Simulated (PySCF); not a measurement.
**Removing an electron from Si(OH)Me3**

Compound: Si(OH)Me3, C₃H₁₀OSi.
Z-matrix (Å and degrees, PBE0-D3(BJ)/def2-SVP geometry), rows numbered from 1:
```
Si
O   1  1.6806
H   2  0.9610  1  115.87
C   1  1.8784  2  110.20  3   -59.29
H   4  1.1021  1  110.98  2  -174.73
H   4  1.1020  1  111.69  2    65.44
H   4  1.1013  1  110.84  2   -54.90
C   1  1.8675  2  105.09  3  -178.72
H   8  1.1013  1  110.99  2  -177.12
H   8  1.1009  1  110.92  2    62.76
H   8  1.1010  1  110.81  2   -57.04
C   1  1.8785  2  110.36  3    61.73
H  12  1.1014  1  111.01  2    56.83
H  12  1.1021  1  111.60  2   -63.54
H  12  1.1021  1  110.92  2   176.76
```

Level: CAM-B3LYP/def2-SVPD (PySCF). Frontier orbitals with their largest atomic shares (Löwdin; up to four atoms above 4 %):

| orbital | ε (eV) | main atoms |
| --- | --- | --- |
| HOMO−3 | -11.30 | O2 52 %, Si1 10 %, C8 9 %, C4 6 % |
| HOMO−2 | -11.08 | O2 50 %, C12 10 %, C4 10 %, Si1 8 % |
| HOMO−1 | -9.82 | C8 30 %, Si1 19 %, C4 11 %, C12 10 % |
| HOMO | -9.46 | ? |
| LUMO | 0.85 | Si1 23 %, O2 17 %, H3 11 %, C4 8 % |
| LUMO+1 | 1.83 | O2 25 %, H3 13 %, C8 11 %, H9 7 % |
| LUMO+2 | 2.15 | C4 17 %, C12 15 %, H7 10 %, H13 10 % |

Question: What vertical ionisation energy does ΔSCF give, and how far is −ε(HOMO) from it?

Answer: ΔSCF: 10.26 eV (990 kJ/mol; threshold wavelength 121 nm); ⟨S²⟩ of the doublet left behind is 0.760, against 0.75 for a pure doublet. −ε(HOMO) is 9.46 eV, 0.80 eV below it. For the exact functional −ε(HOMO) would equal the first vertical ionisation energy; CAM-B3LYP (range-separated hybrid) falls short of its own ΔSCF value by 8 %.

Question: On which atoms does the HOMO lie?

Answer: O2 (oxygen bonded to Si and H) 27 %, C12 (carbon bonded to Si and 3 H) 21 %, C4 (carbon bonded to Si and 3 H) 20 %, Si1 (silicon bonded to 3 C and O) 16 %, so no atom holds as much as 40 %. The HOMO−1 lies 0.36 eV lower.

Question: How many of the 10 lowest singlet excitations (vertical TDDFT, same level) lie below the ionisation energy?

Answer: All 10; they run from 7.21 to 9.30 eV.

Question: What total energies stand behind the ΔSCF value?

Answer: E(N) = -484.81963 Eh and E(N − 1) = -484.44275 Eh at the same geometry, 0.37688 Eh apart.

Question: With α = 67.1 au, estimate the like-pair dispersion coefficient by London's formula C6 = (3/4)α²I.

Answer: I = 0.3769 Eh, so C6 ≈ 1270 au, a rough estimate.

Isolated species at its PBE0-D3(BJ)/def2-SVP geometry, gas phase.
